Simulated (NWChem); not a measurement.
System: BeSiH4Se; SMILES [SeH][Be][SiH3]

NWChem input:

```
start job
memory heap 200 mb stack 900 mb global 1100 mb
geometry units angstroms noautoz
  Be     0.004769    -0.583943     0.003845
  Se    -0.063987     1.456990    -0.007717
  H      1.378642     1.496170     0.296477
  Si     0.067016    -2.763847     0.001774
  H     -0.915075    -3.346545    -0.970963
  H     -0.249559    -3.347012     1.346433
  H      1.421727    -3.276880    -0.388939
end
basis spherical
  * library aug-pcseg-1
end
dft
  xc pbe0
  iterations 150
  mulliken
end
task dft energy
```

Parts of the log:

```
             Northwest Computational Chemistry Package (NWChem) 7.3.0
             --------------------------------------------------------

 C1  symmetry detected

                             Geometry "geometry" -> ""
                             -------------------------

 Output coordinates in angstroms (scale by  1.889725989 to convert to a.u.)

  No.       Tag          Charge          X              Y              Z
 ---- ---------------- ---------- -------------- -------------- --------------
    1 Be                   4.0000    -0.01748903    -0.58426887     0.00572420
    2 Se                  34.0000    -0.03324559     1.45778583    -0.00001105
    3 H                    1.0000     1.44162631     1.45802731    -0.00054615
    4 Si                  14.0000    -0.01458417    -2.76505309     0.00005248
    5 H                    1.0000    -1.19149262    -3.32003385    -0.74636551
    6 H                    1.0000    -0.06179641    -3.34133069     1.38355676
    7 H                    1.0000     1.21614745    -3.31356237    -0.65990103

 Effective nuclear repulsion energy (a.u.)     151.8649678469

                                 NWChem DFT Module
                                 -----------------

 Summary of "ao basis" -> "ao basis" (spherical)
 ------------------------------------------------------------------------------
       Tag                 Description            Shells   Functions and Types
 ---------------- ------------------------------  ------  ---------------------
 Be                       aug-pcseg-1                7       13   4s3p
 Se                       aug-pcseg-1               14       36   6s5p3d
 H                        aug-pcseg-1                5        9   3s2p
 Si                       aug-pcseg-1               11       27   5s4p2d

            General Information
            -------------------
          SCF calculation type: DFT
          Wavefunction type:  closed shell.
          No. of atoms     :     7
          No. of electrons :    56
           Alpha electrons :    28
            Beta electrons :    28
          Charge           :     0
          Spin multiplicity:     1
          Use of symmetry is: off; symmetry adaption is: off
          Maximum number of iterations: 150
          AO basis - number of functions:   112
                     number of shells:    52
          Convergence on energy requested:  1.00D-06
          Convergence on density requested:  1.00D-05
          Convergence on gradient requested:  5.00D-04

              XC Information
              --------------
                         PBE0 Method XC Functional
                     Hartree-Fock (Exact) Exchange  0.250
          PerdewBurkeErnzerhof Exchange Functional  0.750
            Perdew 1991 LDA Correlation Functional  1.000 local
           PerdewBurkeErnz. Correlation Functional  1.000 non-local

             Grid Information
             ----------------
          Grid used for XC integration:  medium
          Radial quadrature: Mura-Knowles
          Angular quadrature: Lebedev.
          Tag              B.-S. Rad. Rad. Pts. Rad. Cut. Ang. Pts.
          ---              ---------- --------- --------- ---------
          Be                  1.05       49          15.0       434
          Se                  1.15      112          17.0       590
          H                   0.35       45          18.0       434
          Si                  1.10       88          17.0       590
          Grid pruning is: on
          Number of quadrature shells:   429
          Spatial weights used:  Erf1

      Superposition of Atomic Density Guess
      -------------------------------------

 Sum of atomic energies:       -2704.86817408

      Non-variational initial energy
      ------------------------------

 Total energy =   -2705.646782
 1-e energy   =   -4066.454733
 2-e energy   =    1208.942983
 HOMO         =      -0.301035
 LUMO         =       0.003552

     ---------------------------------------------
      Total Density - Mulliken Population Analysis
     ---------------------------------------------

    Atom       Charge   Shell Charges
 -----------   ------   -------------------------------------------------------
    1 Be   4     3.29   2.00  0.66  0.32  0.05  0.30 -0.06  0.03
    2 Se  34    35.24   2.00  2.00  2.00  1.13  0.85  0.05  6.00  5.99  1.94  3.08  0.15 10.01  0.02  0.02
    3 H    1     0.52   0.57 -0.05 -0.04  0.02  0.02
    4 Si  14    13.89   2.00  2.00  0.94  0.62 -0.04  5.99  2.02  0.29 -0.00  0.07  0.00
    5 H    1     1.02   0.71  0.33 -0.02  0.01 -0.01
    6 H    1     1.02   0.71  0.33 -0.02  0.01 -0.01
    7 H    1     1.02   0.71  0.33 -0.02  0.01 -0.01

   convergence    iter        energy       DeltaE   RMS-Dens  Diis-err
 ---------------- ----- ----------------- --------- --------- ---------
 d= 0,ls=0.0,diis     1  -2707.4460779815 -2.86D+03  1.15D-02  2.40D-01
 d= 0,ls=0.0,diis     2  -2707.4672079247 -2.11D-02  5.50D-03  9.67D-02
 d= 0,ls=0.0,diis     3  -2707.4835398360 -1.63D-02  1.70D-03  1.48D-02
 d= 0,ls=0.0,diis     4  -2707.4864270386 -2.89D-03  2.98D-04  2.00D-04
 d= 0,ls=0.0,diis     5  -2707.4864611808 -3.41D-05  5.81D-05  1.16D-05
  Resetting Diis
 d= 0,ls=0.0,diis     6  -2707.4864633634 -2.18D-06  1.45D-05  7.06D-07
 d= 0,ls=0.0,diis     7  -2707.4864635219 -1.59D-07  3.92D-06  2.01D-08

         Total DFT energy =    -2707.486463521932
      One electron energy =    -4069.662397758706
           Coulomb energy =     1322.269355688286
    Exchange-Corr. energy =     -111.958389298416
 Nuclear repulsion energy =      151.864967846904

 Numeric. integr. density =       55.999958223031

                       DFT Final Molecular Orbital Analysis
                       ------------------------------------

 Vector   26  Occ=2.000000D+00  E=-3.471299D-01
              MO Center=  2.8D-02,  6.8D-01, -1.0D-02, r^2= 3.7D+00
   Bfn.  Coefficient  Atom+Function         Bfn.  Coefficient  Atom+Function
  ----- ------------  ---------------      ----- ------------  ---------------
    30      0.473684  2 Se py                27      0.360832  2 Se py
     2     -0.269578  1 Be s                 17      0.245761  2 Se s
    24     -0.246071  2 Se py                 9      0.227857  1 Be py
    16     -0.184046  2 Se s                 19     -0.165294  2 Se s
    68     -0.161161  4 Si py                 1      0.149870  1 Be s

 Vector   27  Occ=2.000000D+00  E=-2.950597D-01
              MO Center= -2.5D-02, -1.5D+00,  9.3D-04, r^2= 4.1D+00
   Bfn.  Coefficient  Atom+Function         Bfn.  Coefficient  Atom+Function
  ----- ------------  ---------------      ----- ------------  ---------------
    68      0.457647  4 Si py                62      0.333207  4 Si s
    30      0.282702  2 Se py                 6     -0.248564  1 Be py
    27      0.221541  2 Se py                 3      0.210841  1 Be s
     2      0.185061  1 Be s                 65     -0.172612  4 Si py
    24     -0.147044  2 Se py                87     -0.140027  5 H  s

 Vector   28  Occ=2.000000D+00  E=-2.739330D-01
              MO Center=  7.4D-03,  1.2D+00,  3.1D-03, r^2= 2.2D+00
   Bfn.  Coefficient  Atom+Function         Bfn.  Coefficient  Atom+Function
  ----- ------------  ---------------      ----- ------------  ---------------
    31      0.583359  2 Se pz                28      0.475513  2 Se pz
    25     -0.313645  2 Se pz                 7      0.110192  1 Be pz
    22      0.102539  2 Se pz                10      0.078597  1 Be pz
    34      0.037032  2 Se pz                41     -0.036577  2 Se d -1
    96     -0.033838  6 H  s                 95     -0.033560  6 H  s

 Vector   29  Occ=0.000000D+00  E=-5.765371D-02
              MO Center= -7.3D-02, -7.1D-01,  2.9D-02, r^2= 4.6D+00
   Bfn.  Coefficient  Atom+Function         Bfn.  Coefficient  Atom+Function
  ----- ------------  ---------------      ----- ------------  ---------------
     8      0.642839  1 Be px                51     -0.360793  3 H  s
     5      0.343275  1 Be px                52     -0.306007  3 H  s
   105     -0.294529  7 H  s                 87      0.263233  5 H  s
    70      0.252572  4 Si px               106     -0.250684  7 H  s
    11      0.224610  1 Be px                18      0.191245  2 Se s

 Vector   30  Occ=0.000000D+00  E=-4.145921D-02
              MO Center= -6.9D-03, -8.7D-01, -2.9D-02, r^2= 5.1D+00
   Bfn.  Coefficient  Atom+Function         Bfn.  Coefficient  Atom+Function
  ----- ------------  ---------------      ----- ------------  ---------------
    10      0.612591  1 Be pz                97     -0.413807  6 H  s
    96     -0.405925  6 H  s                 72      0.383032  4 Si pz
     7      0.332508  1 Be pz                31     -0.283014  2 Se pz
    13      0.231341  1 Be pz                34     -0.221549  2 Se pz
    87      0.217559  5 H  s                 88      0.201430  5 H  s

 Vector   31  Occ=0.000000D+00  E=-2.317374D-02
              MO Center=  8.0D-01,  1.9D-01, -1.8D-02, r^2= 1.3D+01
   Bfn.  Coefficient  Atom+Function         Bfn.  Coefficient  Atom+Function
  ----- ------------  ---------------      ----- ------------  ---------------
     4      0.977367  1 Be s                 63     -0.974048  4 Si s
    52      0.725547  3 H  s                  3      0.719877  1 Be s
    19     -0.599332  2 Se s                 51      0.439922  3 H  s
    18     -0.421716  2 Se s                 62     -0.414902  4 Si s
    29     -0.327945  2 Se px                32     -0.307923  2 Se px

     ---------------------------------------------
      Total Density - Mulliken Population Analysis
     ---------------------------------------------

    Atom       Charge   Shell Charges
 -----------   ------   -------------------------------------------------------
    1 Be   4     3.42   2.00  0.59  0.14  0.06  0.49  0.12  0.03
    2 Se  34    35.10   2.00  2.00  2.00  1.19  0.83  0.08  6.00  5.98  1.90  2.89  0.15 10.00  0.06  0.03
    3 H    1     0.63   0.69 -0.08 -0.04  0.02  0.04
    4 Si  14    13.94   2.00  1.99  0.94  0.69 -0.05  5.98  2.23  0.05  0.01  0.09  0.00
    5 H    1     0.97   0.74  0.28 -0.04  0.01 -0.01
    6 H    1     0.97   0.74  0.27 -0.04  0.01 -0.02
    7 H    1     0.97   0.74  0.27 -0.04  0.01 -0.01

     -------------------------------------------
      Total Density - Lowdin Population Analysis
     -------------------------------------------

    Atom       Charge   Shell Charges
 -----------   ------   -------------------------------------------------------
    1 Be   4     3.60   1.98  0.39  0.15  0.03  0.51  0.47  0.07
    2 Se  34    33.91   2.00  2.00  1.94  0.91  0.53  0.10  5.99  5.79  2.04  2.25  0.24  9.88  0.18  0.08
    3 H    1     1.28   0.57  0.24  0.04  0.04  0.39
    4 Si  14    13.55   2.00  1.93  0.53  0.25  0.05  5.90  1.91  0.65  0.06  0.12  0.16
    5 H    1     1.22   0.64  0.30  0.04  0.02  0.22
    6 H    1     1.22   0.64  0.30  0.04  0.02  0.22
    7 H    1     1.22   0.64  0.30  0.04  0.02  0.22

     Multipole analysis of the density
     ---------------------------------

     L   x y z        total         alpha         beta         nuclear
     -   - - -        -----         -----         ----         -------
     0   0 0 0     -0.000000    -28.000000    -28.000000     56.000000

     1   1 0 0      0.195828      0.097914      0.097914     -0.000000
     1   0 1 0      0.076601      0.038301      0.038301     -0.000000
     1   0 0 1      0.006067      0.003033      0.003033     -0.000000

     2   2 0 0    -28.041302    -22.988585    -22.988585     17.935867
     2   1 1 0      0.858844     -1.699034     -1.699034      4.256912
     2   1 0 1     -0.000953     -0.000596     -0.000596      0.000240
     2   0 2 0    -34.781233   -402.976535   -402.976535    771.171838
     2   0 1 1     -0.018414     -0.053682     -0.053682      0.088949
     2   0 0 2    -31.660024    -21.020360    -21.020360     10.380697
```

Level: PBE0/aug-pcseg-1. Geometry: optimised at PBE0/def2-SVP.
